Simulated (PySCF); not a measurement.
Gas-phase reaction: GeCl3 + Cl ⇌ GeCl4

Energies from PySCF (xtb for GFN2), thermal terms from the rigid-rotor harmonic-oscillator model, ideal gas at 1 bar. † marks an energy on the PBE0/def2-TZVP geometry and frequencies; other levels use their own. MP2 and CCSD(T) freeze the core. 6-31G* has spherical d functions here. Open shells (unrestricted): GeCl3 (multiplicity 2), Cl (multiplicity 2); the rest are closed-shell singlets. GFN2 has no spin-polarisation term. Spin-orbit splitting is ignored; it lowers the true energy and changes the entropy of Cl. B3LYP is the form with VWN-RPA correlation. Ge: all electrons, no relativistic terms. GeCl3: computed as isolated molecules; such fragments, hydroxides, amides, oligomers or adducts are transient or little studied in the gas. MP2 isn't extrapolated to the basis-set limit. CCSD(T) isn't extrapolated to the basis-set limit.

```csv
level,"ΔH°(298 K), kJ"
B3LYP/def2-TZVP†,-344
BLYP/def2-TZVP†,-328
CCSD(T)/def2-SVP†,-363
GFN2-xTB,?
HF/6-31G*,-261
MP2/def2-SVP†,?
PBE0/def2-QZVP†,?
PBE0/def2-SVP†,-371
PBE0/def2-TZVP,-371
LDA/def2-TZVP†,-428
ωB97M-V/def2-TZVP†,?
```

Question: Some entries are withheld; supply them.

Answer: 
- GFN2-xTB, ΔH°(298 K), kJ: -326
- MP2/def2-SVP†, ΔH°(298 K), kJ: -382
- PBE0/def2-QZVP†, ΔH°(298 K), kJ: -369
- ωB97M-V/def2-TZVP†, ΔH°(298 K), kJ: -385
